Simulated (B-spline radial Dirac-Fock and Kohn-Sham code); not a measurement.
## Satellites and hypersatellites of the K lines of Hg⁷⁺

System: Hg⁷⁺ in the configuration [Xe] 4f14 5d5.

Input of the calculation (task.json; shells as n, l, electrons):

```json
{"items": [{
  "Z": 80,
  "q": 7,
  "cfg": [[1, 0, 2], [2, 0, 2], [2, 1, 6], [3, 0, 2], [3, 1, 6], [3, 2, 10], [4, 0, 2], [4, 1, 6], [4, 2, 10], [4, 3, 14], [5, 0, 2], [5, 1, 6], [5, 2, 5]],
  "A": 202,
  "rrms": 5.4648,
  "do": ["binding", "quiet", "double"]
}]}
```

Run with: `python xray_run.py task.json out`

Calculated with a radial B-spline solver, using relaxed Dirac-Fock hole states (ΔSCF) with Breit and QED corrections and a finite nucleus. Each two-hole energy is an average over J within one jj subconfiguration, not an observable level; in light atoms, where LS coupling holds, the j-resolved values are not observed lines, and for a K spectator the Kα1 hypersatellite is nearly forbidden. No correlation.

Lines without a spectator: Kα2 (K-L2) 68888.2 eV, Kα1 (K-L3) 70813.8 eV, Kβ3 (K-M2) 79814.0 eV, Kβ1 (K-M3) 80245.2 eV. Shifts in eV with one spectator hole (a dash: not computed, or left out as unreliable):

| spectator hole | Kα2 | Kα1 | Kβ3 | Kβ1 |
| --- | --- | --- | --- | --- |
| K (1s) | +1106.9 | +1206.7 | +1437.8 | +1461.4 |
| L2 (2p1/2) | +145.8 | +200.9 | – | +370.5 |
| L3 (2p3/2) | +101.2 | +114.5 | +263.9 | – |
| M2 (3p1/2) | – | +32.8 | +60.5 | +71.9 |
| M3 (3p3/2) | +16.07 | – | +48.4 | +49.6 |
| M4 (3d3/2) | +5.24 | +1.97 | – | – |
| M5 (3d5/2) | -0.58 | +4.00 | – | – |

Run: 50 s of CPU time on 1 thread of Neoverse-V1 (shared host), peak memory 0.55 GiB.
